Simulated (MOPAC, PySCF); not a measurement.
C3H4O, SMILES `C=C=CO`, neutral singlet in the gas phase. 

Cartesian coordinates (Å):
SMILES: C=C=CO
```xyz
8

C     -1.4962    -0.1782     0.3725
C     -0.2969     0.1674     0.0017
C      0.9013     0.5209    -0.3721
O      2.0242    -0.2567    -0.3280
H     -2.1954    -0.6311    -0.3227
H     -1.8415    -0.0224     1.3892
H      1.1065     1.5078    -0.7655
H      1.7925    -1.1215     0.0271
```
Charge 0, multiplicity 1.

All levels are single points at this geometry (M06-2X/def2-TZVP); Pople sets use spherical d functions. Orbital energies aren't observables, and empty levels follow the basis.

PM7 in MOPAC gives HOMO (eV) = -9.50.

Task: Estimate the HOMO (eV) from each of these levels: M06-2X/def2-TZVP in PySCF; B3LYP/3-21G in PySCF; B3LYP/6-311+G** in PySCF; B3LYP/6-31G* in PySCF; BP86/6-31G* in PySCF; M06-2X/6-31G* in PySCF; PBE/6-31G* in PySCF; SVWN5/6-31G* in PySCF; HF/3-21G in PySCF; AM1 in MOPAC; PM3 in MOPAC; PM6 in MOPAC.

Result: 
```json
[
 {"level": "M06-2X/def2-TZVP in PySCF", "HOMO (eV)": "-7.94"},
 {"level": "B3LYP/3-21G in PySCF", "HOMO (eV)": "-5.97"},
 {"level": "B3LYP/6-311+G** in PySCF", "HOMO (eV)": "-6.53"},
 {"level": "B3LYP/6-31G* in PySCF", "HOMO (eV)": "-6.06"},
 {"level": "BP86/6-31G* in PySCF", "HOMO (eV)": "-5.11"},
 {"level": "M06-2X/6-31G* in PySCF", "HOMO (eV)": "-7.62"},
 {"level": "PBE/6-31G* in PySCF", "HOMO (eV)": "-5.00"},
 {"level": "SVWN5/6-31G* in PySCF", "HOMO (eV)": "-5.11"},
 {"level": "HF/3-21G in PySCF", "HOMO (eV)": "-9.29"},
 {"level": "AM1 in MOPAC", "HOMO (eV)": "-9.40"},
 {"level": "PM3 in MOPAC", "HOMO (eV)": "-9.41"},
 {"level": "PM6 in MOPAC", "HOMO (eV)": "-9.39"}
]
```
